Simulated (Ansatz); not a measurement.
Isolated molecules relaxed with PBE0-D4/def2-TZVP in Ansatz; ΔE leaves out vibrations. CCSD(T)/CBS adds triple-zeta CCSD(T) − MP2 to the extrapolated MP2 energy (def2 sets, frozen cores). DFT in def2-TZVPP. B3LYP here is the variant with VWN-RPA as its local correlation; programs differ in this. Each species was taken in one conformer, which may not be the lowest.

Reaction (substitution at a C–N bond): `BN([SiH3])C=C` + `[SiH3]N[SiH2]Cl` → `C=CN([SiH3])[SiH2]Cl` + `BN[SiH3]`

| level | ΔE (kJ/mol) | difference from CCSD(T)/CBS |
| --- | --- | --- |
| PBE-D4 | 11.8 | -2.3 |
| r2SCAN-D4 | 12.8 | -1.3 |
| PBE0-D4 | 12.2 | -1.9 |
| B3LYP-D4 | 12.4 | -1.7 |
| ωB97M-V | 11.4 | -2.7 |
| B2PLYP | 15.1 | 1.0 |
| PBE | 14.7 | 0.6 |
| r2SCAN | 13.6 | -0.5 |
| PBE0 | 14.8 | 0.7 |
| B3LYP | 17.1 | 3.0 |
| MP2/def2-TZVPP | 12.1 | -2.0 |
| CCSD/def2-TZVPP | 14.3 | 0.2 |
| CCSD(T)/def2-TZVPP | 13.4 | -0.7 |
| SCS-MP2/def2-QZVPP | 13.7 | -0.4 |
| HF/CBS(def2) | 19.9 | 5.8 |
| CCSD/CBS(def2) | 15.0 | 0.9 |
| CCSD(T)/CBS | 14.1 | 0 |

Largest T1 diagnostic among the species: 0.013.

The D4 term adds −4.7 kJ/mol with B3LYP and −2.6 kJ/mol with PBE0; it sums over pairs of atoms, weighted by their polarisabilities, and B3LYP, whose exchange is more repulsive, gets the larger term. In def2-TZVPP, CCSD(T) changes the Hartree–Fock value by −6.0 kJ/mol (the triples alone add −0.9 kJ/mol) and MP2 by −7.3 kJ/mol.
